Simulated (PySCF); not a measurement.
**HoF3: fields on a plane**

Method: PBE0 in PySCF with Ho lcecp-1-TZVP with ECP56, F def2-TZVP; scalar-relativistic core potentials, no spin–orbit coupling; density-fitted integrals.

The valence singlet (4f shell in the core) minimum has Ho–F 2.006 Å (×3); F–Ho–F 120.0° (×3).

The plane holds Ho1 at (0.00, 0.00), F2 at (2.01, 0.00), F3 at (-1.00, 1.74), F4 at (-1.00, -1.74) Å. Columns run from x = -3.15 to 4.35 Å, rows from y = 4.05 (top) to -3.75 Å, in steps of 0.3 Å. Other isomers or separated fragments may lie lower. Core electrons replaced by a potential are absent, the electrostatic potential uses the reduced nuclear charge, and values within about 0.7 Å of such atoms have no physical meaning.

Question: Give the electrostatic potential (V) (cut at 20 V). Lower edges of the bins (V): '0' -1.76, '1' -1.63, '2' -1.43, '3' -1.10, '4' -0.59, '5' 0.22, '6' 1.50, '7' 3.54, '8' 6.77, '9' 11.89; top 20.0.

Answer: 
```
44443333344444444444444444
44333333333444444444444444
43333222233444444444444444
43322111123344444444444444
33321001112344444444444444
33210145533344555444444444
33211589964455555444444444
33213799996556555444444444
43324899997666655443333444
44334799998887765433233334
44444578999998765432122334
44455678999999876764112333
45556679999999989997301233
45556789999999999999501233
45556789999999999999501233
45556679999999989997301233
44455678999999876764112333
44444578999998765432122334
44334799998887765433233334
43324899997666655443333444
33213799996556555444444444
33211589964455555444444444
33210145533344555444444444
33321001112344444444444444
43322111123344444444444444
43333222233444444444444444
44333333333444444444444444
```

Question: Give the electron density (e/Å³) (cut at 5 e/Å³). Lower edges of the bins (e/Å³): '0' 0.000, '1' 0.030, '2' 0.076, '3' 0.151, '4' 0.268, '5' 0.455, '6' 0.750, '7' 1.218, '8' 1.960, '9' 3.136; top 5.00.

Answer: 
```
00000000000000000000000000
00000000000000000000000000
00000000000000000000000000
00000000000000000000000000
00000122211000000000000000
00001345532100000000000000
00012579863100000000000000
00013799985210000000000000
00014799985210000000000000
00013699975321011110000000
00012467665442223332100000
00001234567764345654210000
00000124688986468996310000
00000124793387579998420000
00000124793387579998420000
00000124688986468996310000
00001234567764345654210000
00012467665442223332100000
00013699975321011110000000
00014799985210000000000000
00013799985210000000000000
00012579863100000000000000
00001345532100000000000000
00000122211000000000000000
00000000000000000000000000
00000000000000000000000000
00000000000000000000000000
```

The 4f shell sits in the core potential, so its spin is not counted.
